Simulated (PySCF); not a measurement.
Stepwise substitution at one centre (Si OCH3-SiH3). Isolated molecules, 0 K electronic values unless said otherwise. One relaxed conformer stands for each flexible species; it need not be the lowest. Strings in code marks are SMILES. All members: neutral, multiplicity 1. Level: B3LYP-D3(BJ)/def2-TZVP // B3LYP-D3(BJ)/def2-SVP (PySCF). B3LYP has the VWN-RPA correlation part, as in Gaussian. Delta-SCF ions had no search for a lower state.  The removal energy is E(N − 1 electrons) − E(N electrons) at the parent's geometry; ε(HOMO) is measured against the vacuum level.

| species | −ε(HOMO) (eV) | vertical ionisation energy (Delta-SCF) (eV) |
|---|---|---|
| `CO[Si]([SiH3])([SiH3])OC` (C–O–Si–Si torsion 79°, Si–Si–O–C torsion 178°) | 6.90 | withheld |
| `CO[Si]([SiH3])([SiH3])[SiH3]` (C–O–Si–Si torsion 60°) | 7.13 | 8.90 |
| `CO[Si]([SiH3])(OC)OC` | 7.48 | 9.37 |
| `[SiH3][Si]([SiH3])([SiH3])[SiH3]` | 7.80 | 9.54 |
| `CO[Si](OC)(OC)OC` | 7.81 | 9.69 |

Problem. Fit vertical ionisation energy (Delta-SCF) = a + b·x to the 4 complete rows by least squares, with x = −ε(HOMO) in eV. Give a, b and the rms residual, and predict the withheld value.

Solution. Means of the 4 rows: x̄ = 7.555, ȳ = 9.375 eV. Σ(x − x̄)² = 0.3113 and Σ(x − x̄)(y − ȳ) = 0.323, so b = 1.038 and a = ȳ − b·x̄ = 1.533 eV. The rms residual is 0.065 eV. At x = 6.9 the line gives 8.70 eV, outside the range of the fitted rows. The run for `CO[Si]([SiH3])([SiH3])OC` (C–O–Si–Si torsion 79°, Si–Si–O–C torsion 178°) gave 8.71 eV, so the line is off by 0.01 eV, within twice the rms residual.

Codes: PySCF.
